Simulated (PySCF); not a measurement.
**He (helium, neutral): UHF calculation**

Configuration: 1s2, closed-shell 1S. Computed with PySCF 2.14 in def2-TZVP (3s1p, 6 functions), with no relativity, point nucleus.

| Property | Result |
| --- | --- |
| Total energy | -2.859895 hartree |
| One-electron energy | -3.8861 hartree |
| Hartree (Coulomb) energy | 2.0523 hartree |
| Exchange energy | -1.0262 hartree |
| Kinetic energy | 2.85989 hartree |
| ⟨S²⟩ | 0.0000 |
| ⟨L²⟩ | 0.000 |
| Sum of ⟨r⟩ | 1.852 bohr |
| Sum of ⟨r²⟩ | 2.353 bohr² |
| Density at the nucleus (Gaussians lack the cusp) | 3.19 bohr⁻³ |
| Langevin diamagnetic susceptibility | -1.86 ×10⁻⁶ cm³/mol |
| Time after the integrals | 0.02 s of wall time on 1 thread of Intel(R) Xeon(R) 6975P-C (shared host) |

| shell | electrons | mean orbital energy (hartree) | rms radius, mean of both spins (bohr) |
| --- | --- | --- | --- |
| 1s | 2 | -0.91687 | 1.08 |
